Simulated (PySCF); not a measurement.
Two species compared at the same levels of theory.

First species: C7H9NSi.
InChI=1S/C7H9NSi/c1-2-7-9-8-5-3-4-6-8/h3-6H,9H2,1H3

Second species: C7H11N3.
InChI=1S/C7H11N3/c1-3-5-10-6-8-9-7(10)4-2/h3,6H,1,4-5H2,2H3

Levels: PBE0/pcSseg-1 for dipole moment, HOMO energy, LUMO energy and HOMO–LUMO gap; GFN2-xTB for rotational constant A and rotational constant C. Geometries: GFN2-xTB. Each species is one conformer at its optimised geometry, gas phase, non-relativistic unless stated; the electronic structure was computed with PySCF and density fitting.

The conformers computed, where there is a choice (atom-mapped SMILES and torsion angles):
- `[CH3:1][C:2]#[C:3][SiH2:4][n:5]1[cH:6][cH:7][cH:8][cH:9]1`: C3–Si4–N5–C6 123°
- `[CH2:1]=[CH:2][CH2:3][n:4]1[cH:5][n:6][n:7][c:8]1[CH2:9][CH3:10]`: C1–C2–C3–N4 -129°, C2–C3–N4–C5 -94°, N7–C8–C9–C10 -95°

Values for the first species:

* Dipole moment: 2.68 D
* HOMO energy: -6.07 eV
* LUMO energy: -0.20 eV
* HOMO–LUMO gap: 5.87 eV
* Rotational constant A: 2.929 GHz
* Rotational constant C: 0.617 GHz

**Question.** Estimate the same properties for the second species, and the change in each.

**Answer.** 
| property | first | second | second less first |
| --- | --- | --- | --- |
| dipole moment | 2.68 D | 6.18 D | +3.50 D |
| HOMO energy | -6.07 eV | -6.99 eV | -0.92 eV |
| LUMO energy | -0.20 eV | -0.43 eV | -0.23 eV |
| HOMO–LUMO gap | 5.87 eV | 6.56 eV | +0.69 eV |
| rotational constant A | 2.929 GHz | 1.737 GHz | -1.192 GHz |
| rotational constant C | 0.617 GHz | 0.799 GHz | +0.182 GHz |

On the first: The dipole matches unit charges of opposite sign 0.56 Å apart (1 e·Å = 4.8032 D). A dipole of 2.68 D is allowed in C1, and pure rotational transitions are dipole-allowed.

On the second: The dipole equals about 20.6 × 10⁻³⁰ C·m (1 D = 3.33564 × 10⁻³⁰ C·m). A dipole of 6.18 D is allowed in C1, and pure rotational transitions are dipole-allowed.
